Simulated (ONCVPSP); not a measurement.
# ruthenium (Ru): one change to an ONCV potential, before and after

- Element: ruthenium
- Generator: ONCVPSP 4.0.1
- Type: optimised norm-conserving Vanderbilt (ONCV)
- Functional: PBE
- Relativity: fully relativistic
- Frozen core: [Ar] 3d10
- Valence charge: 16
- Reference configuration: 4s2 4p6 4d6 5s2
- Partial waves: 4s+5s: rc 2.00 bohr, ncon 3, nbas 6, qcut 7.6 1/bohr, 2 projectors; 4p: rc 1.25 bohr, ncon 4, nbas 8, qcut 6.9 1/bohr, 2 projectors, debl 2 Ha; 4d: rc 1.55 bohr, ncon 4, nbas 7, qcut 5.2 1/bohr, 2 projectors, debl 2.4 Ha
- Local potential: polynomial inside 1.25 bohr (lpopt 5, dvloc0 6 Ha)
- Core correction: Teter function, fcfact 4.5, rcfact 1.7

Open shells are filled in proportion to 2j + 1.

Change: d: nbas 9.

Cutoffs: the cutoffs (Ha) at which the residual kinetic energy of the hardest occupied pseudo-wave falls to 1 and 0.1 mHa per electron; they do not see the model core or the augmentation charge, which bear on the density cutoff. Errors are all-electron minus pseudo energies relative to the spin-unpolarised reference configuration.

**Question.** What does the change do?

**Answer.** The potential gets harder (63 Ha and 125 Ha → 112 Ha and 132 Ha); of the 4 tests that both files solve, the error grows in 0 and shrinks in 2 by more than 15 % and 0.3 meV (median size 7.4 → 6.7 meV); neither file shows a bound ghost.

| quantity | base | changed |
| --- | --- | --- |
| cutoff, loose | 63 Ha | 112 Ha |
| cutoff, tight | 125 Ha | 132 Ha |
| loose cutoff by channel | s 13 Ha, p 46 Ha, d 63 Ha | s 13 Ha, p 46 Ha, d 112 Ha |
| bound ghosts | none | none |
| GHOST(+) flags under 300 eV | none | none |
| error for 4s2 4p6 4d7 5s1, meV [ΔE -1.70 eV] | -5.0 | -3.9 |
| error for 4s2 4p6 4d7 5s0, meV [ΔE 5.59 eV] | -13 | -11 |
| error for 4s2 4p6 4d6 5s0, meV [ΔE 23.78 eV] | -9.9 | -9.6 |
| error for 4s2 4p6 4d6 5s1 5p1, meV [ΔE 3.95 eV] | -1.2 | -1.2 |
| s: phases at 2.04 bohr within 0.05 rad from the reference energy up to (Ha; the scan ends near 5) | to the end of the scan | to the end of the scan |
| p3/2: phases at 1.27 bohr within 0.05 rad from the reference energy up to (Ha; the scan ends near 5) | to the end of the scan | to the end of the scan |
| p1/2: phases at 1.27 bohr within 0.05 rad from the reference energy up to (Ha; the scan ends near 5) | to the end of the scan | to the end of the scan |
| d5/2: phases at 1.57 bohr within 0.05 rad from the reference energy up to (Ha; the scan ends near 5) | to the end of the scan | to the end of the scan |
| d3/2: phases at 1.57 bohr within 0.05 rad from the reference energy up to (Ha; the scan ends near 5) | to the end of the scan | to the end of the scan |
| rms error of d²Exc/dni dnj with the model core, mHa | 1.96 | 1.97 |
